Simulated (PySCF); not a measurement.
# `InChI=1S/C9H14O/c10-8-9-6-4-2-1-3-5-7-9/h6,8H,1-5,7H2/b9-6-`

Molfile (atoms numbered from 1):
```
C9H14O
     RDKit          3D

 24 24  0  0  0  0  0  0  0  0999 V2000
    2.4882   -0.4956   -1.3724 O   0  0  0  0  0  0  0  0  0  0  0  0
    1.9551    0.4041   -0.7625 C   0  0  0  0  0  0  0  0  0  0  0  0
    1.2867    0.2297    0.5373 C   0  0  0  0  0  0  0  0  0  0  0  0
    0.5092    1.1918    1.0813 C   0  0  0  0  0  0  0  0  0  0  0  0
   -0.2283    2.2202    0.3082 C   0  0  0  0  0  0  0  0  0  0  0  0
   -1.5874    1.5528   -0.0321 C   0  0  0  0  0  0  0  0  0  0  0  0
   -1.5069    0.1278   -0.6028 C   0  0  0  0  0  0  0  0  0  0  0  0
   -1.3130   -1.0475    0.3950 C   0  0  0  0  0  0  0  0  0  0  0  0
    0.0095   -1.8311    0.3642 C   0  0  0  0  0  0  0  0  0  0  0  0
    1.2070   -1.1624    1.0736 C   0  0  0  0  0  0  0  0  0  0  0  0
    1.9974    1.4511   -1.1518 H   0  0  0  0  0  0  0  0  0  0  0  0
    0.1077    0.9953    2.0847 H   0  0  0  0  0  0  0  0  0  0  0  0
    0.2861    2.4870   -0.6268 H   0  0  0  0  0  0  0  0  0  0  0  0
   -0.4050    3.1480    0.8743 H   0  0  0  0  0  0  0  0  0  0  0  0
   -2.2122    1.5361    0.8780 H   0  0  0  0  0  0  0  0  0  0  0  0
   -2.1157    2.2035   -0.7488 H   0  0  0  0  0  0  0  0  0  0  0  0
   -0.7289    0.0865   -1.3853 H   0  0  0  0  0  0  0  0  0  0  0  0
   -2.4530   -0.0426   -1.1412 H   0  0  0  0  0  0  0  0  0  0  0  0
   -1.5075   -0.6964    1.4243 H   0  0  0  0  0  0  0  0  0  0  0  0
   -2.1116   -1.7808    0.1979 H   0  0  0  0  0  0  0  0  0  0  0  0
    0.2925   -2.0246   -0.6838 H   0  0  0  0  0  0  0  0  0  0  0  0
   -0.1560   -2.8212    0.8213 H   0  0  0  0  0  0  0  0  0  0  0  0
    2.1232   -1.7370    0.8744 H   0  0  0  0  0  0  0  0  0  0  0  0
    1.0318   -1.1442    2.1616 H   0  0  0  0  0  0  0  0  0  0  0  0
  1  2  2  0
  2  3  1  0
  3  4  2  0
  4  5  1  0
  5  6  1  0
  6  7  1  0
  7  8  1  0
  8  9  1  0
  9 10  1  0
 10  3  1  0
  2 11  1  0
  4 12  1  0
  5 13  1  0
  5 14  1  0
  6 15  1  0
  6 16  1  0
  7 17  1  0
  7 18  1  0
  8 19  1  0
  8 20  1  0
  9 21  1  0
  9 22  1  0
 10 23  1  0
 10 24  1  0
M  END
```

Computed with PySCF 2.14.0, quadratic response CAM-B3LYP/def2-SVPD first hyperpolarisability, Taylor convention, gas phase. Geometry: PBE0-D3(BJ)/def2-SVP.

Task: Give the tensor of the static β(0;0,0) in the axes of these coordinates.

Result: In au, Taylor convention; rows are the first index (the induced dipole):
```csv
,xx,yy,zz,xy,xz,yz
x,-71.7,+5.9,-46.2,+11.4,+39.4,-10.9
y,+11.4,-90.2,-4.3,+5.9,-10.9,-34.3
z,+39.4,-34.3,+3.2,-10.9,-46.2,-4.3
```
Norm of βᵢ = ⅓ Σⱼ (βᵢⱼⱼ + βⱼᵢⱼ + βⱼⱼᵢ): 139.7 au, hyper-Rayleigh value 65.3 au.
